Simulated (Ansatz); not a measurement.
Reaction (isomerisation): `C=N[SiH](C)O` → `CN(C)[Si]O`

Computed with Ansatz on PBE0-D4/def2-TZVP structures; ΔE is electronic, products minus reactants. CCSD(T)/CBS adds triple-zeta CCSD(T) − MP2 to the extrapolated MP2 energy (def2 sets, frozen cores). DFT in def2-TZVPP. B3LYP here is the variant with VWN-RPA as its local correlation; programs differ in this. HSE06 is defined as in plane-wave codes. Each species was taken in one conformer, which may not be the lowest.

```
             level  ΔE (kJ/mol)  difference from CCSD(T)/CBS
            B97M-V         66.4                          0.6
        r2SCANh-D4         69.9                          4.1
        r2SCAN0-D4         69.0                          3.2
          HSE06-D4         54.3                        -11.5
           ωB97X-V         65.2                         -0.6
               PBE         49.8                        -16.0
            r2SCAN         70.6                          4.8
             B3LYP         64.2                         -1.6
             BHLYP         71.0                          5.2
       HF/def2-SVP         72.3                          6.5
      MP2/def2-SVP         51.2                        -14.6
     CCSD/def2-SVP         45.1                        -20.7
SCS-MP2/def2-TZVPP         70.7                          4.9
    MP2/def2-QZVPP         68.0                          2.2
SCS-MP2/def2-QZVPP         72.6                          6.8
      HF/CBS(def2)         95.0                         29.2
       CCSD(T)/CBS         65.8                            0
```

Q: What do rigid-rotor, harmonic-oscillator terms from PBE0-D4/def2-TZVP frequencies (298.15 K, 1 bar) make of the CCSD(T)/CBS value? (An estimate is asked.)

A: Ansatz gave: ΔZPE = +15.2 kJ/mol, ΔH = +79.9 kJ/mol, ΔS = -5 J/(mol·K), ΔG = +81.3 kJ/mol.

Largest T1 diagnostic among the species: 0.013.

At CCSD(T), def2-SVP lies −21.2 kJ/mol from the extrapolated value and def2-TZVPP −2.1 kJ/mol. From PBE to PBE0 (25 % exact exchange), in def2-TZVPP and without D4, ΔE moves by +6.2 kJ/mol. In def2-TZVPP, CCSD(T) changes the Hartree–Fock value by −31.2 kJ/mol (the triples alone add −1.9 kJ/mol) and MP2 by −28.1 kJ/mol.

CCSD(T)/CBS has its own doubt, a few kJ/mol and more with outer-core shells, so smaller differences from it don't rank the levels.
